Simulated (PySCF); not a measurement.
**Structure from 2D NMR**

Compound of formula C₅H₉N₃OSi. Correlations simulated from computed shifts and the bond graph:

HSQC (one-bond C–H):
```csv
δH,δC
9.50,158.3
2.69,22.9
0.71,-2.3
```

COSY cross peaks (H two or three bonds apart, from the bond graph; peaks can be absent where the dihedral angle is near 90°):
```csv
δH,δH
5.36,0.71
```

HMBC (two and three bonds, from the bond graph):
```csv
δH,δC
9.50,156.5
5.36,"169.6, -2.3"
2.69,"169.6, 156.5"
```

Carbons without hydrogens: δ 169.6, 156.5.

- σ from GIAO-PBE0/pcSseg-1
- structure optimised with GFN2-xTB
- program: PySCF 2.14.0 with density-fitted response routines
- single conformer, one averaged value for each set of equivalent atoms, isolated molecule, no relativistic terms

Scale: TMS for 1H (31.72 ppm) and 13C (186.93 ppm) (reference shieldings calculated alike).

Exchangeable hydrogens are left out of these lists.

Which molecule is this?

Results:

SMILES N1=CN=C(C)C(O[SiH2]C)=N1.

Mapped SMILES: `[CH3:1][SiH2:2][O:3][c:4]1[n:5][n:6][cH:7][n:8][c:9]1[CH3:10]`; H(Xn) means a hydrogen on atom n.

1. δC 169.6 is C4, an aromatic carbon bearing oxygen.
2. δC 158.3 is C7, an aromatic CH between two ring heteroatoms (δH 9.50).
3. δC 156.5 is C9, a substituted aromatic carbon next to a ring nitrogen.
4. δC 22.9 is C10, a methyl carbon on an aromatic ring (δH 2.69).
5. δC -2.3 is C1, a methyl carbon bonded to Si (δH 0.71).
6. HMBC from δH 9.50 reaches the proton-free carbon C9.
7. HMBC from δH 5.36 reaches the proton-free carbon C4.
8. HMBC from δH 2.69 reaches the proton-free carbons C4, C9.
9. COSY links 5.36–0.71.

The data come from this structure; uniqueness wasn't tested.

Shifts are as computed. Against solution values, carbons near 30 ppm lie about +3 ppm off and those near 130 ppm about +5 ppm. Of 1211 compounds with measured shifts, 218 miss one by over three times the rms of a fit or turn the order of signals round; such compounds aren't used in these exercises.
